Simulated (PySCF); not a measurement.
BeCl₂.

```xyz
3

Be     0.0000     0.0000     0.0000
Cl     0.0000     0.0000    -1.8041
Cl     0.0000     0.0000     1.8041
```

Coordinates come from a B3LYP-D3(BJ)/def2-TZVP optimisation. The isomer is the one that the SMILES or the coordinates give; other isomers of the formula were not compared.

The numbers are results of PBE/pcSseg-2 run with PySCF, not measurements. Non-relativistic, no solvent.

Computed absolute GIAO shielding of each atom: isotropic value and principal components (ppm):
| atom | σ(iso) | σ11 | σ22 | σ33 | span |
|---|---|---|---|---|---|
| Be1 | 91.2 | 52.8 | 52.8 | 167.8 | 115.0 |
| Cl2 | 954.0 | 855.5 | 855.5 | 1150.8 | 295.3 |
| Cl3 | 954.0 | 855.5 | 855.5 | 1150.8 | 295.3 |
